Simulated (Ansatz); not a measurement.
Geometry optimisation, RKS PBE0/cc-pVDZ in Ansatz 0.2.0.

input.yaml

```yaml
crystal:
  periodic: [false, false, false]
  atoms:
    - { symbol: B, position_ang: [-0.917902, -0.052393, 0.049454] }
    - { symbol: "N", position_ang: [1.433989, 1.505677, 0.497821] }
    - { symbol: O, position_ang: [-1.395781, 0.855481, -0.869981] }
    - { symbol: O, position_ang: [-1.376415, 0.073684, 1.331005] }
    - { symbol: H, position_ang: [1.740795, 0.630656, 0.070708] }
    - { symbol: Si, position_ang: [0.239568, -1.597076, -0.379665] }
    - { symbol: H, position_ang: [0.924453, 1.243802, 1.342069] }
    - { symbol: H, position_ang: [0.734729, 1.899995, -0.130916] }
    - { symbol: H, position_ang: [-1.066164, 0.690978, -1.760727] }
    - { symbol: H, position_ang: [-1.992136, 0.820835, 1.397747] }
    - { symbol: H, position_ang: [1.146247, -1.964187, 0.757249] }
    - { symbol: H, position_ang: [-0.577041, -2.806841, -0.72767] }
    - { symbol: H, position_ang: [1.105758, -1.300511, -1.576995] }
basis:
  gaussian: { orbitals: cc-pVDZ }
hamiltonian:
  xc: pbe0
relax:
  f_tol: 0.03
  max_steps: 50
output:
  orbitals: {}
```

Launched with:

```bash
$ ansatz run input.yaml --threads 2 --pin off --max-ram 3072MiB --backend cpu --events-out ev --progress --plain --runs-dir out
```

Q: Where does it end, and by what steps?

A: The run converged. After 7 steps the energy has fallen by 0.083 eV; H5 moved furthest, 0.44 Å.

| step | energy less start (eV) | largest force component (eV/Å) | accepted |
| --- | --- | --- | --- |
| 0 | 0.0000 | 0.766 | yes |
| 1 | -0.0627 | 0.448 | yes |
| 2 | -0.0755 | 0.338 | yes |
| 3 | -0.0726 | 0.599 | no |
| 4 | -0.0811 | 0.146 | yes |
| 5 | -0.0821 | 0.077 | yes |
| 6 | -0.0831 | 0.031 | yes |
| 7 | -0.0834 | 0.023 | yes |

```xyz
13
Properties=species:S:1:pos:R:3
B -1.070 -0.094 0.024
N 1.579 1.626 0.572
O -1.527 0.809 -0.901
O -1.495 0.046 1.310
H 2.105 0.849 0.170
Si 0.192 -1.635 -0.400
H 1.042 1.222 1.341
H 0.884 1.880 -0.132
H -1.187 0.634 -1.785
H -2.104 0.795 1.393
H 1.118 -1.933 0.740
H -0.567 -2.892 -0.722
H 1.030 -1.310 -1.609
```

The run took 32 s on 2 threads of Arm Neoverse V1, with other jobs on the host, peak memory 0.26 GiB.
